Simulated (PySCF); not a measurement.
C₆ coefficients of unlike pairs at PW91

Calculated with PySCF 2.14 from the dipole response of each species, C₆(A,B) = (3/π) ∫ α_A(iu) α_B(iu) du, in atomic units, from isotropic polarisabilities. For ions this is the dispersion term alone; charge-induced terms of lower order in 1/R come first.

```csv
species,configuration,basis,relativity,α (bohr³),C₆ (like pair)
Ge³⁺,[Ar] 3d10 4s1 (2S),def2-TZVPPD (7s5p5d1f),none,6.284,13.64
As⁺,[Ar] 3d10 4s2 4p2 (3P),dyall-av3z (24s17p11d2f),spin-free X2C,16.79,100.5
Os⁺,[Xe] 4f14 5d6 6s1 (6D),aug-cc-pwCVTZ-PP with ECP60MDF (8s8p7d4f3g),core potential,27.09,225.2
```

Question: Estimate C₆ for Os⁺ with Ge³⁺.

Answer: The integral gives 55.36. The combination rule 2 C_A C_B / (C_A α_B/α_A + C_B α_A/α_B) gives 55.33 and the geometric mean 55.43.

No spin-orbit coupling is included.

The other pairs:

```json
{"pair": "Os⁺, As⁺", "C₆": "149.9"}
{"pair": "As⁺, Ge³⁺", "C₆": "36.96"}
```
